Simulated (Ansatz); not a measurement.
Geometry optimisation, RKS PBE-D4/def2-SVP (Ansatz 0.2.0).

Input file:

```yaml
crystal:
  periodic: [false, false, false]
  atoms:
    - { symbol: W, position_ang: [0.174704, 0.182362, -0.517401] }
    - { symbol: F, position_ang: [0.314255, 0.328146, 2.51857] }
    - { symbol: H, position_ang: [1.491238, -0.568055, 0.218811] }
    - { symbol: H, position_ang: [-0.589406, 1.494685, 0.212215] }
    - { symbol: H, position_ang: [-1.364958, -0.091929, 0.104491] }
    - { symbol: H, position_ang: [-0.087753, -1.357593, 0.108703] }
    - { symbol: H, position_ang: [0.23719, 0.239348, -2.250492] }
    - { symbol: H, position_ang: [1.240361, 1.260649, 0.28048] }
    - { symbol: H, position_ang: [0.888769, 0.912986, 2.071822] }
basis:
  gaussian: { orbitals: def2-SVP }
hamiltonian:
  xc: pbe
  dispersion: d4
relax:
  f_tol: 0.03
  max_steps: 50
```

Launched with:

```bash
$ ansatz run input.yaml --threads 1 --pin off --max-ram 2048MiB --backend cpu --events-out ev --progress --plain --runs-dir out
```

Where does it end, and by what steps?

It converged. After 5 steps the energy has fallen by 0.052 eV; F2 moved furthest, 0.26 Å.

```
step  energy less start (eV)  largest force component (eV/Å)  accepted
   0                  0.0000                           0.314       yes
   1                 -0.0372                           0.373       yes
   2                 -0.0452                           0.318       yes
   3                 -0.0496                           0.250       yes
   4                 -0.0478                           0.095        no
   5                 -0.0523                           0.026       yes
```

```xyz
9
Properties=species:S:1:pos:R:3
W 0.186 0.193 -0.450
F 0.256 0.274 2.274
H 1.511 -0.564 0.263
H -0.584 1.513 0.261
H -1.354 -0.087 0.168
H -0.082 -1.349 0.169
H 0.245 0.251 -2.187
H 1.255 1.268 0.333
H 0.871 0.902 1.917
```

Whether the end is a true minimum wasn't checked by a vibrational analysis.

Run time: 19 s on 1 thread of Arm Neoverse V1, with other jobs on the host, peak memory 0.14 GiB.
